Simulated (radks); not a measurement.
Task: Er+, 67 electrons, occupied as [Xe] 4f12 6s1. All-electron calculation, scalar-relativistic Kohn-Sham, LDA (Slater exchange, Perdew-Wang correlation), spin-polarised, spherical densities, finite nucleus; open shells are filled with parallel spins first (spin-orbit coupling, left out, can overturn this in heavy ions); Fermi nuclear charge, rms radius 5.2516 fm; hard spherical wall at 20 bohr. Program: a radial shooting solver on a logarithmic mesh with Libxc functionals. Some entries of the table are withheld. Estimate them.

orbital  occ.  eigenvalue (eV)  <r^2> (bohr^2)  r(max) (bohr)
1s up       1        -57317.06       0.0005687        0.01287
1s down     1        -57317.05       0.0005687        0.01287
2s up       1        -9636.113        0.008847        0.07330
2s down     1        -9636.067        0.008846        0.07330
2p up       3        -8528.629        0.007191        0.05957
2p down     3        -8528.593        0.007191        0.05957
3s up       1        -2164.002         0.05816         0.2074
3s down     1        -2163.129         0.05814         0.2074
3p up       3        -1826.979         0.05852         0.2040
3p down     3        -1826.111         0.05849         0.2040
3d up       5        -1403.716         0.04879         0.1663
3d down     5        -1403.038         0.04876         0.1663
4s up       1        -432.2680          0.2920         0.4740
4s down     1        -430.5106          0.2920         0.4740
4p up       3        -321.3268          0.3311         0.4954
4p down     3        -319.5981          0.3313         0.4954
4d up       5        -172.5863          0.3961         0.5117
4d down     5        -170.8983          0.3967         0.5117
5s up       1         -59.1084           1.764          1.110
5s down     1         -58.2434           1.775          1.113
5p up       3         -33.5338           2.544          1.273
5p down     3         -32.8325           2.553          1.278
4f up       7         -10.6661          0.9292         0.5081
6s up       1          -9.6553           14.22          3.117
4f down     5          -9.1836          0.9693         0.5090
6s down     0          -8.8020           14.73          3.117
5d up       0          -7.2159           9.239            (1)
5d down     0          -6.5078           9.327            (2)
6p up       0          -5.8683           23.47          4.017
6p down     0          -5.1839           25.93          4.151
7s up       0          -2.8630           71.62          7.486
7s down     0          -2.7021           76.94          7.778

Result: 
(1) 5d up r(max) (bohr): 2.003
(2) 5d down r(max) (bohr): 1.983
